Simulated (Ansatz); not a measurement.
Consider the silylene formation by 1,1-elimination: `C=C([SiH3])[SiH2]O` → `C=C[SiH2]O` + `[SiH2]`.

Program: Ansatz. Geometries: PBE0-D4/def2-TZVP. ΔE: electronic, gas phase. CBS: MP2 limit from def2 TZ/QZ plus the TZ coupled-cluster correction, frozen cores. This one scheme is used for every species. Functionals use def2-TZVPP. B3LYP here is the variant with VWN-RPA as its local correlation; programs differ in this. One conformer a species, not always the lowest.

Task: Is it downhill or uphill in electronic energy at CCSD(T)/CBS, and by how much? (Estimate.)

Result: Ansatz gave: Uphill: ΔE = +57.6 kcal/mol.

Task: What do these levels give: PBE0-D4, ωB97X-V, PBE, PBE0, B3LYP, MP2/def2-TZVPP, SCS-MP2/def2-TZVPP, CCSD/def2-TZVPP, MP2/def2-QZVPP, HF/CBS(def2), MP2/CBS(def2), CCSD/CBS(def2)? (Estimate.)

Result: Computed: PBE0-D4 60.4, ωB97X-V 59.7, PBE 56.2, PBE0 58.2, B3LYP 52.5, MP2/def2-TZVPP 61.3, SCS-MP2/def2-TZVPP 58.1, CCSD/def2-TZVPP 54.6, MP2/def2-QZVPP 62.2, HF/CBS(def2) 51.9, MP2/CBS(def2) 62.8, CCSD/CBS(def2) 56.1 kcal/mol.

Largest T1 diagnostic among the species: 0.014.

The D4 term adds +4.0 kcal/mol with B3LYP and +2.2 kcal/mol with PBE0; it sums over pairs of atoms, weighted by their polarisabilities, and B3LYP, whose exchange is more repulsive, gets the larger term. From PBE to PBE0 (25 % exact exchange), in def2-TZVPP and without D4, ΔE moves by +2.1 kcal/mol.
